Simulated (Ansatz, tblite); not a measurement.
Forces on Mg3Zn⁺ at its PBE/def2-TZVP geometry. Total charge 1; doublet.

The xTB rows come from tblite. The structure comes from a short search, and lower isomers may exist.

GFN1-xTB (tblite), largest force 0.28 eV/Å:

```xyz
4
positions Å, forces eV/Å
Mg   -0.139    1.535   -0.624    0.020   -0.082    0.027
Mg    1.087    0.879    2.194   -0.122   -0.043   -0.253
Mg   -0.932   -1.081   -2.176    0.092    0.165    0.211
Zn   -0.017   -1.334    0.606    0.009   -0.041    0.014
```

GFN2-xTB (tblite), largest force 0.42 eV/Å:

```
Mg 0.022 -0.034 0.005
Mg -0.043 0.172 -0.164
Mg 0.027 0.240 -0.013
Zn -0.006 -0.378 0.172
```

PBE/def2-TZVP (Ansatz), largest force 0.00 eV/Å:

```
Mg 0.000 0.004 -0.002
Mg 0.001 -0.001 0.005
Mg -0.002 -0.004 -0.002
Zn 0.001 0.001 -0.001
```
